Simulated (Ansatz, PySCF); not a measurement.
The pair A = PH3 (SMILES P) (first 4 atoms), B = H2Se (SMILES [SeH2]); geometry from B3LYP-D3(BJ)/def2-TZVP.
(charge 0, multiplicity 1):
```xyz
7

P      0.1157     0.0762    -0.1725
H     -0.6378     1.2648    -0.0058
H      0.2060     0.2184    -1.5816
H     -1.0324    -0.7525    -0.2336
Se     0.2685     0.1194     3.4638
H     -0.0446    -0.3696     4.8171
H      0.9777    -1.1234     3.1323
```

Cores are frozen in the correlated methods. Filled d and f shells under p-block atoms count as core. Rows in 6-31G* carry no dispersion term and start afresh at each structure (6-31G* with six Cartesian d functions); the Pople sets are all-electron and without relativity. MP2/6-31G* freezes PySCF's default core, which leaves 3d correlated.

The values were computed with Ansatz (Gaussian orbitals); PySCF for 6-31G* rows. 

Total energies (hartree), monomers frozen at their geometry in the pair:

```json
[
 {"structure": "AB", "PBE/def2-TZVPPD": "-2745.3702626", "MP2/6-31G*": "-2743.5131928", "MP2/def2-TZVPPD": "-2743.8326375"},
 {"structure": "A in the pair's basis", "PBE/def2-TZVPPD": "-342.9840989", "MP2/6-31G*": "-342.5521281", "MP2/def2-TZVPPD": "-342.6554517"},
 {"structure": "B in the pair's basis", "PBE/def2-TZVPPD": "-2402.3848417", "MP2/6-31G*": "-2400.9603883", "MP2/def2-TZVPPD": "-2401.1751526"},
 {"structure": "A", "PBE/def2-TZVPPD": "-342.9840212", "MP2/6-31G*": "-342.5516426", "MP2/def2-TZVPPD": "-342.6552658"},
 {"structure": "B", "PBE/def2-TZVPPD": "-2402.3847961", "MP2/6-31G*": "-2400.9598139", "MP2/def2-TZVPPD": "-2401.1749105"}
]
```

Q: Work out the interaction energy without and with the counterpoise correction, and the superposition error, for each level.

A: 
E(AB) − E(A) − E(B), times 627.509 kcal/mol, with the monomers in their own basis and then in the pair's basis:
- PBE/def2-TZVPPD: -0.91 uncorrected, -0.83 corrected; the monomers gain 0.08 kcal/mol from borrowed functions
- MP2/6-31G*: -1.09 uncorrected, -0.42 corrected; the monomers gain 0.67 kcal/mol from borrowed functions
- MP2/def2-TZVPPD: -1.54 uncorrected, -1.28 corrected; the monomers gain 0.27 kcal/mol from borrowed functions

Ansatz is an electronic-structure program.
